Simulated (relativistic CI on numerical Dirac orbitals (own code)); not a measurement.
One change at a time: Dy44+

Base calculation: Dirac-Coulomb-Breit CI, orbitals from a KLI potential per configuration, a model potential for QED, unscaled Slater integrals.

Configuration list (outside the closed core [Ne]): 3s2 3p6 3d4, 3s2 3p5 3d5, 3s 3p6 3d5, 3s2 3p6 3d3 4s, 3s2 3p6 3d3 4p, 3s2 3p6 3d3 4d, 3s2 3p5 3d4 4s, 3s2 3p6 3d3 4f, 3s2 3p5 3d4 4p, 3s 3p6 3d4 4s, 3p6 3d5 4p, 3s 3p6 3d4 4p, 3s2 3p6 3d2 4s 4p, 3s2 3p6 3d3 5s, 3s 3p6 3d4 4d, 3s2 3p6 3d3 5p, 3s2 3p6 3d3 5d, 3s2 3p6 3d3 5g, 3s2 3p6 3d3 6s, 3p6 3d6, 3p5 3d7, 3p5 3d6 4s, 3p6 3d5 4s, 3p5 3d5 4s2, 3s2 3p6 3d2 4s2, 3s2 3p6 3d 4s2 4p, 3s2 3p6 3d 4s2 4d, 3s2 3p6 3d2 4p2, 3s2 3p6 3d 4s 4p2, 3s2 3p6 3d 4p3, 3s2 3p6 3d 4p2 4d, 3s2 3p5 3d2 4s 4p2, 3s2 3p6 3d2 4s 4d, 3s2 3p6 3d 4s 4p 4d, 3s2 3p6 3d 4s 4d2, 3s2 3p5 3d2 4s2 4d, 3s 3p6 3d3 4s2, 3s 3p6 3d2 4s2 4p, 3s 3p6 3d2 4s2 4d. Double excitations out of closed p, d and f shells are left out; levels of such configurations are missing from the list, as are those of other unlisted configurations, and high levels can miss mixing partners. These lack a partner that the ground configuration has and come out too high: 3s2 3p5 3d4 4p.

Variants: (1) only the first configuration. Shifts of the energy above 3s2 3p6 3d4 3P_0, in cm⁻¹, for the lowest level and the first level of each name with at least 55 % of one term (blank where a level changes its place among those of its configuration and J or its character, or is not in the variant):

```json
{"Level": "3s2 3p6 3d4 3P_0", "Base": "0", "Δ(1)": "0"}
{"Level": "3s2 3p6 3d4 5D_1", "Base": "273528", "Δ(1)": "-1261"}
{"Level": "3s2 3p6 3d4 5D_0", "Base": "613205", "Δ(1)": "+313"}
{"Level": "3s2 3p6 3d4 3H_5", "Base": "676207", "Δ(1)": "-2952"}
{"Level": "3s2 3p6 3d4 3G_4", "Base": "736179", "Δ(1)": "+147"}
{"Level": "3s2 3p6 3d4 3D_1", "Base": "1026578", "Δ(1)": "+1580"}
{"Level": "3s2 3p6 3d4 3G_5", "Base": "1026624", "Δ(1)": "-1724"}
{"Level": "3s2 3p6 3d4 1S_0", "Base": "1186384", "Δ(1)": "+8318"}
{"Level": "3s2 3p6 3d4 1G_4", "Base": "1220749", "Δ(1)": "-1008"}
{"Level": "3s2 3p6 3d4 1D_2", "Base": "1251658", "Δ(1)": "+2607"}
```

At this charge energies of transitions that change n are usually good to better than 1 %, and those within a shell (Δn = 0) to a few per cent.

Ionisation energy from the two ground configurations alone: base 3607.41 eV. The NIST ASD value (theoretical) is 3607 eV.

LS names give the leading component of a level, which can be under half, so a name can repeat, a term be missing and a line seem to break the LS rules.
